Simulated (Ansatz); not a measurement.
CH6GeS (`S[CH2][GeH3]`) at its PBE0-D4/def2-TZVP geometry, where that method's forces vanish. The species carries charge 0 and has multiplicity 1.

```xyz
9

S    -0.6200    1.8371   -0.7642
C    -0.6763    0.0333   -0.6521
Ge    0.7466   -0.6973    0.4847
H    -0.6045    2.0927    0.5542
H    -0.5298   -0.3259   -1.6725
H    -1.6591   -0.3060   -0.3222
H     0.6020   -2.2256    0.6179
H     0.6285   -0.0554    1.8784
H     2.1127   -0.3529   -0.1242
```

Problem. What forces (eV/Å) does ωB97M-V/def2-TZVPP give on these atoms in Ansatz? (Estimate.)

Solution. Computed: 
```
S1   0.010  0.137  0.095
C2  -0.042 -0.190 -0.020
Ge3  0.043 -0.026  0.045
H4   0.001 -0.024 -0.094
H5  -0.020  0.019  0.088
H6   0.093  0.027 -0.039
H7   0.010  0.122 -0.015
H8   0.008 -0.041 -0.102
H9  -0.102 -0.023  0.042
```
